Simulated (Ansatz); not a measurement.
Zn₃⁻. The state is a doublet with charge -1. Geometry PBE0/def2-TZVPD; atoms count from 1.

Cartesian coordinates in Å:
```
Zn -1.436 0.440 -0.421
Zn 1.185 0.138 -1.005
Zn 0.251 -0.579 1.426
```

The highest occupied level of the charge -1 doublet lies above zero (up to 0.61 eV). By energy differences its removal costs 0.68 eV (vertical, to the charge 0 singlet, at PBE0/def2-TZVPD); a positive level beside a positive removal energy at the same level points to self-interaction error. The structure comes from a short search, and lower isomers may exist.

**Question.** Estimate the Mulliken populations from the PBE0/def2-TZVPD orbitals of Ansatz.

**Answer.** 
```tsv
atom	charge (e)	spin (α − β)	d electrons
Zn1	-0.33	0.33	10.01
Zn2	-0.33	0.33	10.01
Zn3	-0.33	0.33	10.01
```
Mulliken values and Mayer orders depend strongly on the basis. With diffuse functions, as here, like atoms can get unlike values, and bond orders can come out too low or too high.

**Question.** Where does the spin sit?

**Answer.** Summed by element: Zn 1.00, of 1 unpaired in all. Largest on single atoms: Zn2 0.33, Zn3 0.33, Zn1 0.33.

**Question.** And the Mayer bond orders between bonded heavy atoms (over 0.3)?

**Answer.** Zn1–Zn2 0.79 (2.70 Å); Zn1–Zn3 0.79 (2.70 Å); Zn2–Zn3 0.79 (2.70 Å).
